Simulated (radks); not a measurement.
The numbers below are computed, except where a source is named.
Neutral strontium, 38 electrons, occupied as [Kr] 5s2. Code: a radial shooting solver on a logarithmic mesh with Libxc functionals. Model: non-relativistic Kohn-Sham, PBE, spin-polarised, spherical densities, point nucleus; relativity is left out, which matters for an element this heavy.

Unscreened Slater integrals over Kohn-Sham orbitals (eV). They are taken over the spin-up orbitals.

| integral | value |
|---|---|
| F0(5s,5s) | 5.5838 |
| F0(5s,4p) | 7.0868 |
| G1(5s,4p) | 0.44576 |
| F0(5s,4s) | 7.1616 |
| G0(5s,4s) | 0.26842 |
| F0(5s,3d) | 7.5196 |
| G2(5s,3d) | 0.13025 |
| F0(4p,4p) | 15.601 |
| F2(4p,4p) | 8.1791 |
| F0(4p,4s) | 16.546 |
| G1(4p,4s) | 11.169 |
| F0(4p,3d) | 20.345 |
| F2(4p,3d) | 4.3326 |
| G1(4p,3d) | 1.3922 |
| G3(4p,3d) | 1.3175 |
| F0(4s,4s) | 17.701 |
| F0(4s,3d) | 22.647 |
| G2(4s,3d) | 1.7838 |
| F0(3d,3d) | 50.057 |
| F2(3d,3d) | 24.342 |
| F4(3d,3d) | 15.395 |
